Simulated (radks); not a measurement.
The numbers below are computed, except where a source is named.
The promethium ion Pm9+, configuration [Kr] 4d10 5s2 5p4 (not the ground configuration).

Level of theory: scalar-relativistic Kohn-Sham, PBE, spin-polarised, spherical densities, finite nucleus; open shells are filled with parallel spins first (spin-orbit coupling, left out, can overturn this in heavy ions); Fermi nuclear charge, rms radius 4.962 fm (a radial shooting solver on a logarithmic mesh with Libxc functionals).

Energy parts (eV):
total: -272063.67
kinetic: 290219.26
electron-nucleus: -652765.70
Hartree: 96530.72
exchange-correlation: -6047.95

Orbitals (lengths in bohr, moments of r in powers of bohr; <r^-3> diverges for s and p1/2; r(90%) holds 90 % of the orbital's charge):
orbital  occ.  eigenvalue (eV)  <r^-3>  r(90%)
1s up       1        -45185.71       -  0.0419
1s down     1        -45185.48       -  0.0419
2s up       1        -7491.035       -   0.153
2s down     1        -7490.918       -   0.153
2p up       3        -6707.917    9571   0.142
2p down     3        -6707.723    9571   0.142
3s up       1        -1772.929       -   0.382
3s down     1        -1772.744       -   0.382
3p up       3        -1527.024    1964   0.387
3p down     3        -1526.812    1964   0.387
3d up       5        -1189.670   267.0   0.369
3d down     5        -1189.466   267.1   0.369
4s up       1        -485.4130       -   0.835
4s down     1        -485.0178       -   0.835
4p up       3        -403.0705   453.7   0.888
4p down     3        -402.6592   453.7   0.887
4d up       5        -286.4422   53.27   0.977
4d down     5        -285.9381   53.39   0.974
5s up       1        -173.6354       -    1.73
5s down     1        -171.0731       -    1.74
5p up       3        -147.6509   104.2    1.89
5p down     1        -145.0190   104.5    1.90

The highest occupied level is 5p down at -145.02 eV. The electron density at the nucleus is 5.141e+05 e/bohr^3 (large components only). Summed over all electrons, <r^2> = 21.08 bohr^2, which gives a Langevin (diamagnetic) susceptibility term of -16.7 x 10^-6 cm^3/mol.
